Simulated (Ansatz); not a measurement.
System: C₃H₃N₂, net charge 0, doublet state. It need not be the lowest isomer of its formula. 
Geometry from a B3LYP-D3(BJ)/def2-TZVP (Ansatz, an electronic-structure program) optimisation:
```xyz
8

C      0.3926    -1.0187    -0.3982
C      1.1426     0.1571    -0.0640
N      0.3597     1.1035     0.3495
N     -1.0121     0.5894     0.3122
C     -0.9600    -0.6308    -0.1211
H      0.7573    -1.9651    -0.7681
H      2.2119     0.2961    -0.1267
H     -1.8531    -1.2272    -0.2372
```
Charge 0, spin multiplicity 2.

Basis-set convergence of Hartree-Fock and CCSD(T) correlation energies (hartree) with Ansatz. Correlated levels leave the core frozen unless marked. Open shells are spin-unrestricted. No spin-orbit coupling. No relativistic terms.

The UHF reference is spin-contaminated (<S^2> 0.37 over the pure value in the largest basis). 

```tsv
basis	functions	E(HF)	E(corr, CCSD(T))
cc-pVDZ	85	-224.17873	-0.73779
cc-pVTZ	192	-224.23520	-0.89359
cc-pVQZ	365	-224.24996	-0.94337
cc-pV5Z	620	-224.25335	-0.96021
```

Extrapolating the two largest sets (X = 4 and 5) as X^-3: E(corr) = (125·(-0.96021) - 64·(-0.94337))/61 = -0.9779 Eh, an estimate of the basis-set limit. The largest set recovers 98.2 % of it, the smallest 75.4 %.
